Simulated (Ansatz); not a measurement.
Ansatz (a program for electronic structure) input (B3LYP-D3(BJ)/def2-TZVP):

Ansatz 0.2 input:
```yaml
crystal:
  periodic: [false, false, false]
  atoms:
    - {symbol: Si, position_ang: [1.07127210, 0.26939488, -0.11991865]}
    - {symbol: F, position_ang: [1.60181643, -0.97004358, -1.00803039]}
    - {symbol: F, position_ang: [1.66408259, -0.19264528, 1.30900910]}
    - {symbol: C, position_ang: [-0.81796552, 0.23700417, -0.05768270]}
    - {symbol: H, position_ang: [-1.25134750, 0.42811955, -1.03361649]}
    - {symbol: H, position_ang: [-1.20539911, 0.97413133, 0.63730165]}
    - {symbol: H, position_ang: [-1.14141890, -0.74893761, 0.27289957]}
basis:
  gaussian:
    orbitals: def2-TZVP
hamiltonian:
  xc: b3lyp
  dispersion: d3bj
magnetization: {spin_polarized: true, initial_magnetization: 1}
relax: {f_tol: 0.002, max_steps: 150}
```

End of the output:

```
0.61 GiB of device memory are held for the factors and their scratch space
mean field: 0.61 GiB planned
mean field evaluation 64: about -14403.6187 eV, gradient 1.9e-1 eV
mean field -14403.61887572 eV, -529.3232305591 hartree, gradient 4.5e-5 eV, S^2 0.751513; 1 other end points of the search recorded, 0 dependent functions left out
the calculation of the forces begins
reference -14403.61909320 eV, -529.3232385515 hartree; 21, 20 occupied and 127, 128 virtual orbitals, 885 factors
Total energy: -14403.82125377 eV, -529.3306678152 hartree
Atom 0 at     1.067877     0.230690    -0.105548 Å, force    -0.000072     0.000251     0.000114 eV/Å
Atom 1 at     1.553941    -0.950710    -1.077443 Å, force     0.000021    -0.000043    -0.000151 eV/Å
Atom 2 at     1.618510    -0.141711     1.355503 Å, force     0.000052    -0.000211     0.000070 eV/Å
Atom 3 at    -0.801647     0.222749    -0.053223 Å, force     0.000264     0.000557    -0.000213 eV/Å
Atom 4 at    -1.213413     0.421454    -1.042811 Å, force    -0.000017    -0.000230     0.000095 eV/Å
Atom 5 at    -1.168412     0.977853     0.642215 Å, force    -0.000076    -0.000098    -0.000158 eV/Å
Atom 6 at    -1.135817    -0.763302     0.281269 Å, force    -0.000172    -0.000227     0.000244 eV/Å
Dipole moment:    -0.383362     0.229532    -0.066157 e Å
```

It need not be the lowest isomer of its formula.
